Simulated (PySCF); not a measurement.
Compound: CH₅FN₂Si.
Z-matrix (Å and degrees, PBE0-D3(BJ)/def2-SVP geometry), rows numbered from 1:
```
C 
N   1  1.2745
N   2  1.3436  1  119.78
Si  3  1.7484  2  129.56  1     3.62
F   4  1.6217  3  102.81  2   176.29
H   1  1.1057  2  124.27  3     0.36
H   1  1.0933  2  118.04  3  -179.93
H   3  1.0148  2  112.25  1   179.87
H   4  1.4880  3  113.00  2   -66.58
H   4  1.4883  3  112.12  2    58.90
```

Level of theory: PySCF 2.14.0, PBE0-D3(BJ)/def2-SVP geometry optimisation, gas phase.

Masses are those of the commonest isotopes; rigid-rotor values at the optimised geometry. The values belong to one conformer with, in the numbering `[CH2:1]=[N:2][NH:3][SiH2:4][F:5]`, C1–N2–N3–Si4 4°, N2–N3–Si4–F5 176°.

(1) What are A, B and C (GHz)?

(2) What kind of rotor is it?

(3) Is it planar, by Δ = Ic − Ia − Ib?

(4) Where do the levels up to J = 3 lie, in cm⁻¹?

(5) Predict some low-J microwave lines.

## Answers

(1) Ia = 38.16, Ib = 236.53, Ic = 268.63 u·Å²; 505379 MHz·u·Å²/I gives 13243, 2137 and 1881 MHz, that is A = 13.243, B = 2.1366, C = 1.8813 GHz.

(2) A near-prolate asymmetric top. Ray's parameter κ = (2B − A − C)/(A − C) = -0.955; −1 is the prolate and +1 the oblate limit.

(3) Not planar: Δ = Ic − Ia − Ib = -6.07 u·Å². For a rigid frame Δ = −2 Σ m c², so Σ m c² = 3.03 u·Å² lies off the ab plane: 3.01 from hydrogen and 0.02 from heavier atoms. The atom farthest from that plane is 1.23 Å away.

(4) Above 0(0,0):
J = 1: 1(0,1) 0.1340, 1(1,1) 0.5045, 1(1,0) 0.5130
J = 2: 2(0,2) 0.4019, 2(1,2) 0.7640, 2(1,1) 0.7896, 2(2,1) 1.9009, 2(2,0) 1.9011
J = 3: 3(0,3) 0.8034, 3(1,3) 1.1532, 3(1,2) 1.2043, 3(2,2) 2.3030, 3(2,1) 2.3037, 3(3,1) 4.1767, 3(3,0) 4.1767
Those of J = 1 are B + C, A + C and A + B.

(5) The dipole components are |μa| = 0.12 D, |μb| = 1.05 D, |μc| = 0.03 D. The squared components, which scale the intensities, stand as 0.01 : 1.00 : 0.00 (a : b : c). Some lines, for components of 0.1 D or more:

```json
{"type": "a", "branch": "Q", "J(Ka,Kc)": "3(1,2) ← 3(1,3)", "MHz": "1532", "lower level (cm⁻¹)": "1.153"}
{"type": "b", "branch": "R", "J(Ka,Kc)": "4(0,4) ← 3(1,3)", "MHz": "5542", "lower level (cm⁻¹)": "1.153"}
{"type": "a", "branch": "R", "J(Ka,Kc)": "2(1,2) ← 1(1,1)", "MHz": "7781", "lower level (cm⁻¹)": "0.504"}
{"type": "b", "branch": "Q", "J(Ka,Kc)": "1(1,0) ← 1(0,1)", "MHz": "11361", "lower level (cm⁻¹)": "0.134"}
{"type": "b", "branch": "Q", "J(Ka,Kc)": "2(1,1) ← 2(0,2)", "MHz": "11621", "lower level (cm⁻¹)": "0.402"}
{"type": "a", "branch": "R", "J(Ka,Kc)": "3(0,3) ← 2(0,2)", "MHz": "12036", "lower level (cm⁻¹)": "0.402"}
{"type": "b", "branch": "Q", "J(Ka,Kc)": "4(1,3) ← 4(0,4)", "MHz": "12564", "lower level (cm⁻¹)": "1.338"}
{"type": "a", "branch": "R", "J(Ka,Kc)": "4(3,1) ← 3(3,0)", "MHz": "16081", "lower level (cm⁻¹)": "4.177"}
{"type": "b", "branch": "R", "J(Ka,Kc)": "2(1,2) ← 1(0,1)", "MHz": "18887", "lower level (cm⁻¹)": "0.134"}
{"type": "b", "branch": "R", "J(Ka,Kc)": "3(1,3) ← 2(0,2)", "MHz": "22523", "lower level (cm⁻¹)": "0.402"}
{"type": "b", "branch": "Q", "J(Ka,Kc)": "2(2,0) ← 2(1,1)", "MHz": "33322", "lower level (cm⁻¹)": "0.790"}
{"type": "b", "branch": "R", "J(Ka,Kc)": "2(2,0) ← 1(1,1)", "MHz": "41869", "lower level (cm⁻¹)": "0.504"}
{"type": "b", "branch": "R", "J(Ka,Kc)": "4(3,2) ← 3(2,1)", "MHz": "72229", "lower level (cm⁻¹)": "2.304"}
{"type": "b", "branch": "Q", "J(Ka,Kc)": "4(4,0) ← 4(3,1)", "MHz": "78627", "lower level (cm⁻¹)": "4.713"}
{"type": "b", "branch": "R", "J(Ka,Kc)": "4(4,1) ← 3(3,0)", "MHz": "94708", "lower level (cm⁻¹)": "4.177"}
{"type": "b", "branch": "R", "J(Ka,Kc)": "4(4,0) ← 3(3,1)", "MHz": "94708", "lower level (cm⁻¹)": "4.177"}
```

PBE0-D3(BJ)/def2-SVP frequencies: not computed here. No vibrational averaging or centrifugal distortion is included, and the geometry carries the error of its method. Quadrupole hyperfine structure (14N) is left out.

Hardware: one thread of an Arm Neoverse N1, no GPU (shared host). Cost: 33 s, 0.41 GiB resident at most. That covers the optimisation of the geometry.
